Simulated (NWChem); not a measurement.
System: AlN₂H₅; SMILES [NH2][AlH][NH2]

Excerpt of the output:

```
             Northwest Computational Chemistry Package (NWChem) 7.3.0
             --------------------------------------------------------

 C2  symmetry detected

                             Geometry "geometry" -> ""
                             -------------------------

 Output coordinates in angstroms (scale by  1.889725989 to convert to a.u.)

  No.       Tag          Charge          X              Y              Z
 ---- ---------------- ---------- -------------- -------------- --------------
    1 Al                  13.0000     0.00000000     0.00000000    -0.47798178
    2 H                    1.0000     0.00000000     0.00000000    -2.06236278
    3 N                    7.0000    -1.54380200    -0.00006392     0.39895722
    4 H                    1.0000    -2.44799688     0.00297719    -0.05882378
    5 H                    1.0000    -1.67120315    -0.00354055     1.40418622
    6 N                    7.0000     1.54380200     0.00006392     0.39895722
    7 H                    1.0000     1.67120315     0.00354055     1.40418622
    8 H                    1.0000     2.44799688    -0.00297719    -0.05882378

 Effective nuclear repulsion energy (a.u.)     100.9618069454

      Symmetry information
      --------------------

 Group name             C2
 Group number              4
 Group order               2
 No. of unique centers     5

                                 NWChem DFT Module
                                 -----------------

 Summary of "ao basis" -> "ao basis" (spherical)
 ------------------------------------------------------------------------------
       Tag                 Description            Shells   Functions and Types
 ---------------- ------------------------------  ------  ---------------------
 Al                          6-31g*                  8       18   4s3p1d
 H                           6-31g*                  2        2   2s
 N                           6-31g*                  6       14   3s2p1d

      Symmetry analysis of basis
      --------------------------

        a          30
        b          26

            General Information
            -------------------
          SCF calculation type: DFT
          Wavefunction type:  closed shell.
          No. of atoms     :     8
          No. of electrons :    32
           Alpha electrons :    16
            Beta electrons :    16
          Charge           :     0
          Spin multiplicity:     1
          Use of symmetry is: on ; symmetry adaption is: on
          Maximum number of iterations: 150
          AO basis - number of functions:    56
                     number of shells:    30
          Convergence on energy requested:  1.00D-06
          Convergence on density requested:  1.00D-05
          Convergence on gradient requested:  5.00D-04

              XC Information
              --------------
                   Becke 97-2 Method XC Functional
                     Hartree-Fock (Exact) Exchange  0.210
                 Becke 1997-2  Exchange Functional  1.000
                Becke 1997-2 Correlation Potential  1.000

             Grid Information
             ----------------
          Grid used for XC integration:  medium
          Radial quadrature: Mura-Knowles
          Angular quadrature: Lebedev.
          Tag              B.-S. Rad. Rad. Pts. Rad. Cut. Ang. Pts.
          ---              ---------- --------- --------- ---------
          Al                  1.25       88           8.0       590
          H                   0.35       45          11.0       434
          N                   0.65       49          10.0       434
          Grid pruning is: on
          Number of quadrature shells:   272
          Spatial weights used:  Erf1

      Superposition of Atomic Density Guess
      -------------------------------------

 Sum of atomic energies:        -352.93728989

      Non-variational initial energy
      ------------------------------

 Total energy =    -354.014018
 1-e energy   =    -686.417344
 2-e energy   =     231.441518
 HOMO         =      -0.347155
 LUMO         =       0.014511

      Symmetry analysis of molecular orbitals - initial
      -------------------------------------------------

  Numbering of irreducible representations:

     1 a           2 b

  Orbital symmetries:

     1 a           2 a           3 b           4 a           5 b
     6 a           7 b           8 a           9 b          10 a
    11 a          12 b          13 b          14 a          15 b
    16 a          17 a          18 b          19 b          20 a
    21 a          22 a          23 b          24 b          25 a
    26 b

     ---------------------------------------------
      Total Density - Mulliken Population Analysis
     ---------------------------------------------

    Atom       Charge   Shell Charges
 -----------   ------   -------------------------------------------------------
    1 Al  13    12.01   2.00  2.00  5.97  0.72  0.79  0.20  0.15  0.18
    2 H    1     1.10   0.45  0.65
    3 N    7     8.33   2.00  0.83  2.72  0.82  1.96  0.01
    4 H    1     0.55   0.41  0.15
    5 H    1     0.56   0.41  0.15
    6 N    7     8.33   2.00  0.83  2.72  0.82  1.96  0.01
    7 H    1     0.56   0.41  0.15
    8 H    1     0.55   0.41  0.15

   convergence    iter        energy       DeltaE   RMS-Dens  Diis-err
 ---------------- ----- ----------------- --------- --------- ---------
 d= 0,ls=0.0,diis     1   -354.8724979759 -4.56D+02  1.57D-02  5.81D-01
 d= 0,ls=0.0,diis     2   -354.8421598758  3.03D-02  9.14D-03  8.58D-01
 d= 0,ls=0.0,diis     3   -354.9399266503 -9.78D-02  1.25D-03  1.43D-02
 d= 0,ls=0.0,diis     4   -354.9416066549 -1.68D-03  2.86D-04  2.63D-04
 d= 0,ls=0.0,diis     5   -354.9416440016 -3.73D-05  3.47D-05  2.15D-06
 d= 0,ls=0.0,diis     6   -354.9416443672 -3.66D-07  4.94D-06  8.58D-08

         Total DFT energy =     -354.941644367230
      One electron energy =     -690.520342606062
           Coulomb energy =      269.041990446794
    Exchange-Corr. energy =      -34.425099153394
 Nuclear repulsion energy =      100.961806945433

 Numeric. integr. density =       32.000001632710

                  Occupations of the irreducible representations
                  ----------------------------------------------

                     irrep           alpha         beta
                     --------     --------     --------
                     a                 9.0          9.0
                     b                 7.0          7.0

                       DFT Final Molecular Orbital Analysis
                       ------------------------------------

 Vector   14  Occ=2.000000D+00  E=-3.064110D-01  Symmetry=a
              MO Center= -6.0D-15, -8.4D-19, -1.5D+00, r^2= 2.0D+00
   Bfn.  Coefficient  Atom+Function         Bfn.  Coefficient  Atom+Function
  ----- ------------  ---------------      ----- ------------  ---------------
    20     -0.345498  2 H  s                  9      0.317741  1 Al pz
    19     -0.302126  2 H  s                  5     -0.143223  1 Al pz
     6     -0.142351  1 Al s                 23      0.108811  3 N  px
    41     -0.108811  6 N  px                25     -0.103707  3 N  pz
    43     -0.103707  6 N  pz                10     -0.099181  1 Al s

 Vector   15  Occ=2.000000D+00  E=-2.570719D-01  Symmetry=b
              MO Center=  1.6D-13,  3.1D-16,  2.9D-01, r^2= 3.2D+00
   Bfn.  Coefficient  Atom+Function         Bfn.  Coefficient  Atom+Function
  ----- ------------  ---------------      ----- ------------  ---------------
    24      0.373521  3 N  py                42      0.373521  6 N  py
    28      0.316819  3 N  py                46      0.316819  6 N  py
     8      0.190049  1 Al py                12      0.131112  1 Al py
     4     -0.088818  1 Al py                15      0.031215  1 Al d -1

 Vector   16  Occ=2.000000D+00  E=-2.299989D-01  Symmetry=a
              MO Center= -1.7D-13, -5.1D-15,  3.8D-01, r^2= 3.2D+00
   Bfn.  Coefficient  Atom+Function         Bfn.  Coefficient  Atom+Function
  ----- ------------  ---------------      ----- ------------  ---------------
    24      0.413422  3 N  py                42     -0.413422  6 N  py
    28      0.381732  3 N  py                46     -0.381732  6 N  py
    14     -0.067841  1 Al d -2

 Vector   17  Occ=0.000000D+00  E= 2.925902D-02  Symmetry=b
              MO Center=  6.1D-16,  3.5D-14, -5.2D-01, r^2= 4.7D+00
   Bfn.  Coefficient  Atom+Function         Bfn.  Coefficient  Atom+Function
  ----- ------------  ---------------      ----- ------------  ---------------
    12      0.756276  1 Al py                 8      0.408974  1 Al py
    28     -0.288141  3 N  py                46     -0.288141  6 N  py
    24     -0.219354  3 N  py                42     -0.219354  6 N  py
     4     -0.144155  1 Al py                15     -0.061253  1 Al d -1

 Vector   18  Occ=0.000000D+00  E= 3.461859D-02  Symmetry=a
              MO Center= -7.7D-16, -3.6D-14,  2.8D-01, r^2= 5.4D+00
   Bfn.  Coefficient  Atom+Function         Bfn.  Coefficient  Atom+Function
  ----- ------------  ---------------      ----- ------------  ---------------
    10      1.234405  1 Al s                 26     -0.712873  3 N  s
    44     -0.712873  6 N  s                 13      0.395376  1 Al pz
    20     -0.375651  2 H  s                 36      0.224345  4 H  s
    56      0.224345  8 H  s                 38      0.159021  5 H  s
    54      0.159021  7 H  s                 22     -0.142348  3 N  s

[...]
```

Level: B97-2/6-31G* (spherical d). Structure relaxed at the PBE0/def2-SVP level.

Problem. Write an input that gives this output.

Solution. This is not unique; one that fits is the input that was run:
```
start job
memory heap 200 mb stack 900 mb global 1100 mb
geometry units angstroms noautoz
  Al     0.000000     0.000000    -0.490339
  H      0.000000     0.000000    -2.074720
  N     -1.543802    -0.000129     0.386600
  H     -2.447997     0.002874    -0.071181
  H     -1.671203    -0.003611     1.391829
  N      1.543802     0.000129     0.386600
  H      1.671203     0.003611     1.391829
  H      2.447997    -0.002874    -0.071181
end
basis spherical
  Al library 6-31g*
  H library 6-31g*
  N library 6-31g*
end
dft
  xc becke97-2
  iterations 150
  mulliken
end
task dft energy
```
